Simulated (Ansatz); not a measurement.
Ansatz results at the PBE0-D4/def2-TZVP geometry: HOMO energy (B3LYP/def2-TZVPP) -7.77 eV; HOMO–LUMO gap (PBE0/def2-TZVPP) 6.40 eV; size of the dipole moment (B3LYP/def2-TZVPP) 6.28 D.

Each molecule was computed in one conformer, which needn't be the lowest.

(1) Which molecule gave them?
A. `C[O][Sn]([Cl])([Cl])[Cl]`
B. `[F][Sn]([Cl])([Cl])[Br]`
C. `N#[C][SnH2][C]#N`
D. `C[Si](C)(C)[Sn]([Cl])([Cl])[Cl]`

Results:

(1) D. The others give `[F][Sn]([Cl])([Cl])[Br]`: -9.17, 6.18, 1.40; `N#[C][SnH2][C]#N`: -9.81, 8.81, 4.73; `C[O][Sn]([Cl])([Cl])[Cl]`: -8.48, 5.99, 1.56.

B3LYP here is the variant with VWN-RPA as its local correlation; programs differ in this.
